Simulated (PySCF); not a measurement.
**TDDFT excited states: C4HF7O2**

Species: heptafluorobutyric acid, C4HF7O2.
SMILES: `O=C(O)C(F)(F)C(F)(F)C(F)(F)F`

The calculation used PySCF, TDDFT wB97X-D/def2-SVPD, vertical, gas phase, core orbitals frozen in the response. Isolated species at its PBE0-D3(BJ)/def2-SVP geometry (one conformer only). Torsions of this conformer, `[O:1]=[C:2]([OH:3])[C:4]([F:5])([F:6])[C:7]([F:8])([F:9])[C:10]([F:11])([F:12])[F:13]`: O1–C2–C4–F5 -12°, C2–C4–C7–F8 66°, C4–C7–C10–F11 63°, H–O3–C2–O1 -1°.

Q: Predict the UV-vis stick spectrum at this level.

A: 

| state | E (eV) | E (hartree) | f | \|μ\| (D) | main configurations (H = HOMO, L = LUMO) |
| --- | --- | --- | --- | --- | --- |
| S1 | 5.65 | 0.2075 | 0.0016 | 0.28 | H→L (95%) |
| S2 | 8.19 | 0.3010 | 0.075 | 1.56 | H-1→L (60%), H→L+1 (23%) |
| S3 | 8.33 | 0.3061 | 0.0093 | 0.54 | H-2→L (68%), H-3→L (16%) |
| S4 | 8.85 | 0.3253 | 0.128 | 1.95 | H→L+1 (60%), H-1→L (24%), H→L+2 (8%) |
| S5 | 9.30 | 0.3417 | 0.0055 | 0.39 | H-3→L (39%), H-1→L+1 (24%), H-2→L (13%) |
| S6 | 9.33 | 0.3430 | 0.0031 | 0.30 | H-1→L+1 (64%), H-3→L (15%) |
| S7 | 9.42 | 0.3460 | 0.041 | 1.07 | H→L+2 (68%) |
| S8 | 10.09 | 0.3710 | 0.0045 | 0.34 | H→L+3 (32%), H→L+4 (15%), H→L+5 (10%) |
| S9 | 10.21 | 0.3754 | 0.0038 | 0.31 | H-4→L (28%), H-2→L+2 (16%), H→L+5 (15%) |
| S10 | 10.27 | 0.3773 | 0.0062 | 0.40 | H-4→L (23%), H-6→L (18%), H→L+5 (10%) |

Triplets, Tamm–Dancoff:

| state | E (eV) | λ (nm) | main configurations (H = HOMO, L = LUMO) |
| --- | --- | --- | --- |
| T1 | 5.13 | 241.5 | H→L (95%) |
| T2 | 5.98 | 207.2 | H-1→L (90%) |
| T3 | 7.81 | 158.7 | H-2→L (60%), H-3→L (28%) |
| T4 | 8.41 | 147.4 | H→L+1 (89%) |

The lowest singlet lies at 5.65 eV (220 nm, ultraviolet) and is very weak; its leading configuration is HOMO→LUMO (95%). The most intense listed level is S4 at 8.85 eV (140 nm, f = 0.128), 3.21 eV above S1. S1 has the pattern of n→π* at C=O. The oscillator strengths of these states sum to 0.278; summed over the whole spectrum of an exact calculation they would give the number of electrons, 104 (Thomas–Reiche–Kuhn). The listed states span 4.62 eV, and the widest gap between neighbours is 2.55 eV (S1 to S2). Orbital energies (eV): HOMO-3 -13.98, HOMO-2 -12.85, HOMO-1 -12.56, HOMO -11.35, LUMO 0.36, LUMO+1 1.61, LUMO+2 2.56. No computed singlet lies in the visible range (380 to 750 nm); the lowest, at 220 nm, stands 2.38 eV above its violet end (3.26 eV). The window holds the lowest 10 singlets.
